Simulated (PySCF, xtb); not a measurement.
CH₈N₂OSi, SMILES [Si@H](O)(NC)N. Other conformers were not sampled.

Harmonic wavenumbers (cm⁻¹) from xtb 6.7.1 with GFN2-xTB at its own minimum, in rising order: 74, 83, 130, 153, 195, 239, 258, 286, 344, 507, 673, 732, 760, 769, 838, 900, 943, 1066, 1116, 1166, 1369, 1424, 1495, 1505, 1509, 2239, 2881, 2960, 3030, 3436, 3515, 3560, 3706.

Q: What does PySCF 2.14.0 with PBE-D3(BJ)/def2-SVP give at its own minimum? (The exact figures need the calculation; the answer reports its results.)

A: 84, 153, 192, 222, 258, 283, 325, 368, 396, 490, 710, 740, 770, 819, 850, 898, 943, 1057, 1105, 1145, 1351, 1397, 1413, 1452, 1476, 2108, 2908, 2967, 3033, 3509, 3515, 3619, 3772. Paired by order, the mean absolute difference is 39 cm⁻¹ and the zero-point energies are 62.7 and 63.4 kcal/mol.
